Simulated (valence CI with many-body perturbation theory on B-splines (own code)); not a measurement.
The numbers below are computed, except where a source is named.
From CI to CI+MBPT in Lu20+

Method: relativistic CI+MBPT: five valence electrons over a frozen Dirac-Fock core [Kr] 4d10, a basis of 7 s, 7 p, 7 d, 7 f, 4 g, 2 h functions for each j, with the one-electron correlation potential Σ1 (screened to all orders), the two-electron term Σ2, the three-electron term Σ3, Breit, model QED; selected single and double excitations, second order for the rest (own B-spline code, finite nucleus).

No measured levels were compared; by estimate terms of the open shell hold to a few per cent of their energy, and close levels can change places. Core correlation moves these levels by up to 2900 cm⁻¹, and in measured spectra 5 to 20 % of such shifts remained as error; rates that hang on mixing are uncertain with them. Among the levels kept, up to 900 cm⁻¹ of a level comes from second order outside the variational space, and about a tenth of that is noise between levels of different J, which matters for small intervals. Only levels of the ground parity were solved; by the run's estimate the other parity begins above the list, which can be wrong where configurations are misplaced.

Each rung adds one term. CI alone is the Dirac-Coulomb CI over the frozen core; QED comes last and gives the full result, which names the levels. Energies are above 4f5 6H°_5/2 on the same rung, in eV. A blank means that the level has no clear partner on that rung.

Names give the largest LS component (configuration and term), which can be under half, so a name can repeat, a term be missing and a line seem to break the LS rules; names also repeat where a configuration has a term twice. Letters in brackets count levels of one name in rising energy.

```tsv
Level	CI alone	+ Σ1	+ Σ2	+ Σ3	+ Breit	Full
4f5 6H°_7/2	0.7225	0.7560	0.8288	0.8342	0.7551	0.7605
4f5 6H°_9/2	1.461	1.523	1.651	1.658	1.504	1.513
4f5 6H°_11/2	2.176	2.259	2.427	2.431	2.209	2.221
4f5 6F°_3/2	2.276	2.316	2.325	2.332	2.267	2.273
4f5 6F°_1/2	2.285	2.332	2.339	2.346	2.270	2.276
4f5 6F°_5/2	2.389	2.422	2.425	2.424	2.369	2.373
4f5 6H°_13/2	2.845	2.943	3.141	3.140	2.854	2.868
4f5 6F°_7/2	2.997	3.061	3.116	3.131	3.002	3.011
4f5 6H°_15/2	3.443	3.548	3.755	3.741	3.407	3.422
4f5 6F°_9/2	3.733	3.825	3.914	3.939	3.737	3.750
4f5 6F°_11/2	4.496	4.610	4.722	4.748	4.480	4.495
4f5 4G°_5/2 [a]	4.683	4.735	4.836	4.798	4.734	4.740
4f5 4M°_15/2	5.513	5.558	5.532	5.482	5.280	5.284
4f5 4F°_3/2	5.205	5.275	5.478	5.471	5.386	5.394
4f5 4I°_9/2	5.944	6.013	6.114	6.048	5.916	5.923
4f5 4L°_13/2 [a]	6.174	6.238	6.204	6.158	5.970	5.976
4f5 4K°_11/2	6.092	6.160	6.202	6.155	5.998	6.005
4f5 4G°_7/2 [a]	5.919	6.009	6.199	6.173	6.027	6.038
4f5 4P°_5/2	6.540	6.601	6.554	6.528	6.464	6.470
4f5 4M°_17/2	6.714	6.802	6.825	6.800	6.489	6.499
4f5 4K°_15/2 [a]	7.191	7.305	7.417	7.382	7.079	7.093
4f5 4G°_9/2	7.108	7.219	7.414	7.391	7.184	7.197
4f5 2P°_1/2	7.201	7.263	7.419	7.301	7.241	7.247
4f5 4F°_5/2	7.103	7.218	7.466	7.460	7.285	7.300
4f5 4M°_19/2	7.580	7.692	7.741	7.726	7.312	7.326
4f5 6P°_3/2	7.496	7.579	7.438	7.467	7.362	7.370
4f5 4L°_13/2 [b]	7.749	7.868	7.949	7.906	7.637	7.651
4f5 4L°_15/2	7.888	7.994	8.070	7.987	7.687	7.700
4f5 4M°_21/2	8.142	8.263	8.316	8.301	7.814	7.828
4f5 4I°_11/2		8.023	8.187	8.135	7.890	7.905
4f5 4H°_11/2		8.130	8.216	8.178	7.948	7.961
```

(1) How does the ionisation energy move along the ladder, and which term matters most?

Results:

(1) CI alone 521.29, + Σ1 524.34, + Σ2 533.98, + Σ3 534.00, + Breit 533.99, + QED 534.03 eV. The largest step is Σ2, 9.64 eV. NIST lists 560 ± 30 eV (theoretical).
